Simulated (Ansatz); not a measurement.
Stretching the Sn1–H3 bond in H5NSn (SMILES [NH2][SnH3]) (multiplicity 1 held, fragments rigid). Energies count from the point at 1.709 Å.
Geometry at that point (charge 0, multiplicity 1):
```xyz
7

Sn    -0.2822     0.0278     0.0238
N      1.7430    -0.1435    -0.2375
H     -0.9860    -1.0254    -1.1231
H     -0.6513     1.6659    -0.2925
H     -0.8107    -0.3950     1.6067
H      2.0810    -1.0886    -0.0975
H      2.2736     0.4597     0.3804
```

R- and RO- levels are restricted; in cc, def2 and unpolarised 6-31G sets they are followed outwards from rest. Active spaces are followed from a long bond inwards. Levels need not reach the same state.

Cores are frozen in the correlated methods. Filled d and f shells under p-block atoms count as core.

Run with Ansatz (Gaussian basis) for Hartree–Fock, density functionals and correlated methods.  In def2 rows elements past Kr take small-core potentials, without spin–orbit coupling.

Energies in eV.

| R (Å) | R-MP2/def2-SVP | R-CCSD/def2-SVP | SC-NEVPT2 on CASSCF(2,2)/def2-SVP | FIC-MRCISD+Q on CASSCF(2,2)/def2-SVP |
|---|---|---|---|---|
| 1.367 | 1.43 | 1.45 | 1.47 | 1.45 |
| 1.538 | 0.28 | 0.30 | 0.31 | 0.29 |
| 1.709 | 0.00 | 0.00 | 0.00 | 0.00 |
| 1.880 | 0.17 | 0.15 | 0.13 | 0.15 |
| 2.051 | 0.56 | 0.51 | 0.46 | 0.50 |
| 2.307 | 1.30 | 1.19 | 1.10 | 1.16 |
| 2.563 | 2.05 | 1.85 | 1.72 | 1.80 |
| 2.990 | 3.13 | 2.71 | 2.50 | 2.60 |
| 3.418 | 3.93 | 3.22 | 2.92 | 3.04 |
| 3.930 | 4.51 | 3.51 | 3.13 | 3.25 |
| 4.614 | 4.75 | 3.64 | 3.20 | 3.32 |
| 5.468 | 4.43 | 3.68 | 3.21 | 3.33 |

Doubts at one or more of the structures used: a restricted determinant that unrestricted orbitals would lower (R-MP2/def2-SVP, R-CCSD/def2-SVP); other coupled-cluster roots lie near (R-CCSD/def2-SVP); T1 above 0.05 (R-CCSD/def2-SVP).

Ansatz is a program for electronic structure.
